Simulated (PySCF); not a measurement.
Compounds:

A. `CC(=O)/C(=C/C#N)C[SiH3]`
B. SMILES N#C[C@@H]1C[SiH2][C@]12C[C@H]2O
C. SMILES C=CC#C/C=C/CF

Spectrum 1. $^{1}$H NMR (300 MHz, computed): δ 4.97 (m, 1H), 4.88 (m, 1H), 3.53 (m, 1H), 3.02 (m, 1H), 2.02 (m, 1H), 1.94 (m, 1H), 1.35 (m, 1H), 1.23 (br s, 1H), 0.79 (m, 1H). $^{13}$C{$^{1}$H} NMR (computed): δ 126.5 (C), 60.1 (CH), 29.3 (CH), 26.8 (CH2), 22.0 (C), 14.4 (CH2).

Spectrum 2. $^{1}$H NMR (300 MHz, computed): δ 5.55 (s, 1H), 4.16 (t, 3H), 2.41 (s, 3H), 2.25 (q, 2H). $^{13}$C{$^{1}$H} NMR (computed): δ 210.8 (C), 174.1 (C), 121.4 (C), 105.2 (CH), 28.6 (CH3), 21.5 (CH2).

Spectrum 3. $^{1}$H NMR (300 MHz, computed): δ 6.75 (m, 1H), 6.25 (m, 1H), 6.11 (m, 1H), 5.97 (m, 1H), 5.90 (m, 1H), 5.38 (m, 2H). $^{13}$C{$^{1}$H} NMR (computed): δ 151.3 (CH), 137.2 (CH2), 124.9 (CH), 117.8 (CH), 101.1 (C), 98.7 (C), 87.7 (CH2).

[PySCF: GIAO PBE0/pcSseg-1 shieldings; structure optimised with GFN2-xTB; non-relativistic Hamiltonian; one conformer; isolated molecule; fast rotation and ring inversion assumed for equivalent nuclei]

Chemical shifts δ = σref − σ; $^{1}$H, $^{13}$C against TMS, all at this level. Splittings of carbon signals by F and P are missing where no couplings were computed. Where no couplings were computed, multiplicities follow the n + 1 count of equivalent neighbours, and m marks all less simple cases (inequivalent or close neighbours, rings, F or P nearby). Shifts are as computed. Against solution values, carbons near 30 ppm lie about +3 ppm off and those near 130 ppm about +5 ppm. Of 1309 compounds with measured shifts, 239 miss one by over three times the rms of a fit or turn the order of signals round; such compounds aren't used in these exercises. OH and NH positions are gas-phase values without hydrogen bonding to other molecules.

**Question.** Match each spectrum to its structure.

**Answer.** 1–B, 2–A, 3–C.

- Spectrum 1 (B): 6 $^{13}$C signals; δC 126.5 is a nitrile carbon; δC 60.1 is a three-membered-ring carbon.
- Spectrum 2 (A): 6 $^{13}$C signals; δC 210.8 is a ketone carbonyl carbon; δC 121.4 is a nitrile carbon.
- Spectrum 3 (C): 7 $^{13}$C signals; δC 151.3 is an alkene CH; δC 137.2 is a terminal =CH2 carbon.
